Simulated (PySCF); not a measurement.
Compound: C5H9OPSi2.
Structure used (PBE0-D3(BJ)/def2-SVP), in Å, numbered top down from 1:
```xyz
18
C5H9OPSi2 angstrom
C     -0.4763    3.7745    0.1974
C     -0.3357    2.7499   -0.4439
Si    -0.1060    1.2108   -1.4156
C     -1.1939   -0.0806   -0.7347
C     -1.8112   -1.0086   -0.2395
C     -2.5257   -2.1204    0.3530
O      1.4650    0.7053   -1.2827
Si     2.4892    0.0097   -0.1725
P      1.4870   -1.7416    0.8578
H     -0.5999    4.6816    0.7624
H     -0.3839    1.4735   -2.8475
H     -1.8322   -2.9536    0.5497
H     -3.3198   -2.4827   -0.3179
H     -2.9903   -1.8277    1.3073
H      2.9425    1.0520    0.7968
H      3.6681   -0.5312   -0.9073
H      0.8579   -0.9348    1.8541
H      2.6560   -1.9689    1.6547
```

Computed with PySCF at CAM-B3LYP/def2-SVPD, non-relativistic, on one gas-phase PBE0-D3(BJ)/def2-SVP geometry that isn't relaxed in the solvent. The solvent is an IEF-PCM continuum (van der Waals radii × 1.2), and excitations are vertical TDDFT with non-equilibrium linear response and a frozen core. Only the electrostatic response of the medium enters.

| run | E − E(gas) (kJ/mol) | HOMO (eV) | HOMO–LUMO gap (eV) | dipole (D) | lowest singlet (eV) | static polarisability (au) |
| --- | --- | --- | --- | --- | --- | --- |
| gas | 0.00 | -8.63 | 8.88 | 2.01 | 5.65 | 135.6 |
| P | -17.96 | -8.64 | 8.84 | 2.64 | 5.68 | 177.3 |
| Q | -17.21 | -8.63 | 8.84 | 2.61 | 5.67 | 175.3 |

Task: The runs were made in dichloromethane and tetrahydrofuran. Which run belongs to which solvent?

Result: P = dichloromethane, Q = tetrahydrofuran. The dielectric constants are 7.426 (tetrahydrofuran), 8.93 (dichloromethane), and the energy falls further as ε rises. The optical constants n² used for the excitations are 1.97, 2.03 in the same order. In this model the ground state sees the solvent through ε alone.

Task: How constant is the ratio of the lowering to (ε − 1)/(2ε + 1)?

Result: 
```tsv
solvent	(ε − 1)/(2ε + 1)	E − E(gas) (kJ/mol)	ratio (kJ/mol)	polarisation term (kJ/mol)
tetrahydrofuran	0.405	-17.21	-42.5	-19.60
dichloromethane	0.420	-17.96	-42.7	-20.57
```

The ratio changes by +0.6 % in size from tetrahydrofuran to dichloromethane. The polarisation term is half the interaction of the solute with the induced surface charges.

The run took about 1.7 min of CPU time (one thread, shared machine). This is the whole response run at CAM-B3LYP/def2-SVPD in dichloromethane, SCF included.
